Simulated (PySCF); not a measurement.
## Dipole moment and polarisability of Ge(CN)2Cl2

Species: Ge(CN)2Cl2, C₂Cl₂GeN₂.
Cartesian coordinates in Å at the PBE0-D3(BJ)/def2-SVP level; atoms count from 1:
```xyz
7
C2Cl2GeN2 angstrom
Ge    -0.3650    0.0037   -0.3129
C     -0.4826   -0.0686    1.5866
N     -0.5474   -0.1123    2.7426
C      1.4725   -0.0078   -0.8088
N      2.5890   -0.0094   -1.1172
Cl    -1.2625    1.7892   -1.0142
Cl    -1.3121   -1.6967   -1.1446
```

Level: wB97X-D/def2-SVPD (PySCF), static field, nuclei fixed, core orbitals frozen in the response. The polarisability tensor in these axes (au):

```
x   83.21 -0.01 -2.06
y   -0.01 78.17 -0.24
z   -2.06 -0.24 84.35
```

What are the eigenvalues, a third of the trace, and Δα (Δα² = ½Σ(αi − αj)² over the three pairs)?

Principal values 78.16, 81.65 and 85.92 au; mean 81.91 au = 12.14 Å³ = 13.51 × 10⁻⁴⁰ C²·m²/J; Δα = 6.74 au (8 % of the mean).

What is the dipole moment, and where does it point?

(-1.84, 0.09, -1.46) D, 2.35 D in size, pointing from the negative to the positive side. Measured along this direction, the outermost atoms are N5 and N3 at the negative end and Cl6 and Cl7 at the positive end.

Find the Langevin capture rate constant for H3O+ (19.018 u) meeting this molecule (195.865 u), k = 2.342 × 10⁻⁹ cm³/s × √(α in Å³ / reduced mass in u).

The reduced mass is 17.34 u, so k = 1.96 × 10⁻⁹ cm³/s. The formula leaves out the permanent dipole, which adds to the capture rate.

What would n − 1 = 2πNα be for an ideal gas of these molecules at 350 K and 1 atm, electronic part alone?

N = p/kT = 2.0968 × 10¹⁹ cm⁻³, so n − 1 = 2π × N × 12.14 × 10⁻²⁴ cm³ = 1599 × 10⁻⁶ at long wavelengths.

What molar refraction does this α imply?

Lorentz–Lorenz: R = (4π/3)N_A α = 2.5225 cm³/(mol·Å³) × 12.14 Å³ = 30.6 cm³/mol, in the limit of long wavelengths.

Along which axes do the principal values lie, and how far do the nuclei extend along each?

Largest value along (-0.60, -0.02, 0.80), where the nuclei span 4.97 Å; middle along (0.80, -0.04, 0.60), 3.08 Å; least along (0.02, 1.00, 0.05), 3.49 Å. The strongest response lies along the longest span, while the other two are in reverse order.

Geometry: PBE0-D3(BJ)/def2-SVP; no solvent, vibrations or thermal averaging. The calculation is non-relativistic, for germanium too.
